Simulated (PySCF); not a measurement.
Telling isomers of C7H8 apart by NMR

PySCF 2.14.0 with density-fitted response routines calculation with GIAO PBE0/pcSseg-1 shieldings, geometry: GFN2-xTB and B3LYP/pcJ-1 coupling constants (spin–dipole term left out of most H,H and C,H couplings); no solvent, a single conformation, relativity neglected, averaged over atoms made equivalent by symmetry, fast rotation or ring inversion.

References, each an isolated molecule treated in the same way: $^{1}$H and $^{13}$C vs TMS. Multiplet labels drop J under 1 Hz and among equivalent protons, and merge close values. Unscaled 3J(H,H) run several per cent high. Where no couplings were computed, multiplicities follow the n + 1 count of equivalent neighbours, and m marks all less simple cases (inequivalent or close neighbours, rings, F or P nearby). Shifts are as computed. Against solution values, carbons near 30 ppm lie about +3 ppm off and those near 130 ppm about +5 ppm. Of 1211 compounds with measured shifts, 218 miss one by over three times the rms of a fit or turn the order of signals round; such compounds aren't used in these exercises.

(1) Tabulate the signals of `CC1=C[C@@H]2C=C[C@H]12`, `C[C@@]12C=C[C@H]3[C@@H]1[C@H]32`, `CC#C[C@@H]1[C@H]2C[C@@H]12` and their relative energies.

(2) What is the quickest way to tell CC1=C[C@@H]2C=C[C@H]12 from CC#C[C@@H]1[C@H]2C[C@@H]12?

(3) What is the quickest way to tell CC1=C[C@@H]2C=C[C@H]12 from C[C@@]12C=C[C@H]3[C@@H]1[C@H]32?

(4) What is the quickest way to tell C[C@@]12C=C[C@H]3[C@@H]1[C@H]32 from CC#C[C@@H]1[C@H]2C[C@@H]12?

Answers

(1) 
```tsv
SMILES	carbon types	δC	δH	E rel. (kcal/mol)
CC1=C[C@@H]2C=C[C@H]12	1×C 5×CH 1×CH3	165.4, 155.0, 152.4, 143.4, 54.6, 49.4, 19.9	7.00 (m, 1H), 6.90 (m, 1H), 6.48 (d, 1H), 3.84 (m, 1H), 3.67 (m, 1H), 1.95 (s, 3H)	5.5
C[C@@]12C=C[C@H]3[C@@H]1[C@H]32	1×C 5×CH 1×CH3	144.3, 143.5, 58.2, 47.4, 37.2, 14.6	6.29 (dd, 1H), 6.00 (dd, 1H), 3.88 (d, 2H), 1.57 (quint, 1H), 1.25 (s, 3H)	0.0
CC#C[C@@H]1[C@H]2C[C@@H]12	2×C 3×CH 1×CH2 1×CH3	84.7, 79.6, 30.5, 26.4, 7.6, 4.7	1.97 (m, 2H), 1.93 (s, 3H), 0.98 (m, 1H), 0.96 (m, 1H), 0.15 (m, 1H)	21.2
```

Energies are electronic energies at PBE0/pcSseg-1 on these geometries, without zero-point or thermal terms, each for the one conformer computed, which needn't be the lowest.

(2) Count the carbon signals: 7 against 6. The first has a fully substituted alkene carbon (C) at 165.4 ppm, the second an alkyne carbon (C) at 84.7 ppm. In the proton spectra the most deshielded non-exchanging signals are 7.00 (m, 1H) and 1.97 (m, 2H).

(3) Count the carbon signals: 7 against 6. The first has a fully substituted alkene carbon (C) at 165.4 ppm, the second a three-membered-ring carbon (C) at 47.4 ppm. Their most deshielded carbons lie at 165.4 and 144.3 ppm. In the proton spectra the most deshielded non-exchanging signals are 7.00 (m, 1H) and 6.29 (dd, J = 6.4, 2.1 Hz, 1H).

(4) Both give the same number of carbon signals, but DEPT or the intensities differ. The first has an alkene CH at 144.3 ppm, the second a three-membered-ring carbon (CH2) at 26.4 ppm. Their most deshielded carbons lie at 144.3 and 84.7 ppm. In the proton spectra the most deshielded non-exchanging signals are 6.29 (dd, J = 6.4, 2.1 Hz, 1H) and 1.97 (m, 2H).
